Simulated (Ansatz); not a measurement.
`[CH3][Zn][Se]C(F)(F)F` + CH₃OH → `C[O][Zn][CH3]` + `FC(F)(F)[SeH]`  (ligand exchange at a Zn–Se bond)

Program: Ansatz. Geometries: PBE0-D4/def2-TZVP. ΔE: electronic, gas phase. CCSD(T)/CBS is the MP2 limit (def2-TZVPP, def2-QZVPP) plus CCSD(T) − MP2 in def2-TZVPP, frozen cores. This one scheme is used for every species. Functionals use def2-TZVPP. For Se, Zn outer-core shells are correlated without core-valence functions, which leaves a few kJ/mol of doubt a bond. Scalar relativity is left out up to krypton. One conformer a species, not always the lowest.

`[CH3][Zn][Se]C(F)(F)F`:

```xyz
10

C    -0.657    1.591   -1.734
Zn    0.339    0.171   -0.878
Se    1.574   -1.542    0.088
C     0.530   -1.472    1.743
F     1.207   -0.903    2.740
F     0.182   -2.690    2.145
F    -0.610   -0.761    1.595
H    -0.200    2.559   -1.522
H    -0.681    1.445   -2.815
H    -1.684    1.601   -1.362
```

CH₃OH:

```xyz
6

C    -0.166    0.244   -0.199
O     0.438   -0.994    0.099
H    -0.490    0.199   -1.239
H     0.532    1.085   -0.096
H    -1.047    0.441    0.424
H     0.733   -0.976    1.012
```

`C[O][Zn][CH3]`:

```xyz
10

C    -1.568   -0.043    1.685
O    -1.379    0.020    0.304
Zn    0.142    0.025   -0.614
C     1.699    0.041   -1.737
H    -1.188   -0.976    2.125
H    -2.642    0.003    1.902
H    -1.094    0.792    2.221
H     2.588    0.289   -1.155
H     1.591    0.784   -2.531
H     1.851   -0.936   -2.199
```

`FC(F)(F)[SeH]`:

Z-matrix (Å, degrees):
```
C
F 1 1.331
F 1 1.331 2 107.3
F 1 1.331 2 108.2 3 -116.6
Se 1 1.960 2 112.5 3 124.2
H 5 1.468 1 91.8 2 -60.6
```

(1) Is it downhill or uphill in electronic energy at CCSD(T)/CBS, and by how much? (Best estimate.)

(2) What do these levels give: LDA (SPW92), PBE-D4, r2SCANh-D4, r2SCAN0-D4, BHLYP-D4, B2PLYP, PBE0, BHLYP, HF/def2-SVP, MP2/def2-SVP, CCSD(T)/def2-SVP, MP2/def2-TZVPP? (Best estimate.)

Largest T1 diagnostic among the species: 0.015.

## Answers

(1) Computed: Uphill: ΔE = +85.1 kJ/mol.

(2) Ansatz gave: LDA (SPW92) 74.1, PBE-D4 78.6, r2SCANh-D4 82.7, r2SCAN0-D4 87.6, BHLYP-D4 88.1, B2PLYP 76.0, PBE0 85.7, BHLYP 84.0, HF/def2-SVP 91.1, MP2/def2-SVP 80.7, CCSD(T)/def2-SVP 77.9, MP2/def2-TZVPP 78.7 kJ/mol.

From PBE to PBE0 (25 % exact exchange), in def2-TZVPP and without D4, ΔE moves by +9.0 kJ/mol. The D4 term adds +3.2 kJ/mol with B3LYP and +1.9 kJ/mol with PBE0; it sums over pairs of atoms, weighted by their polarisabilities, and B3LYP, whose exchange is more repulsive, gets the larger term. Leaving LDA and LC-ωPBE aside and taking each functional with its dispersion term where it has one, the values, not all of them listed here, spread over 17.6 kJ/mol, from BLYP-D4 to BHLYP-D4.

B3LYP here is the variant with VWN-RPA as its local correlation; programs differ in this.
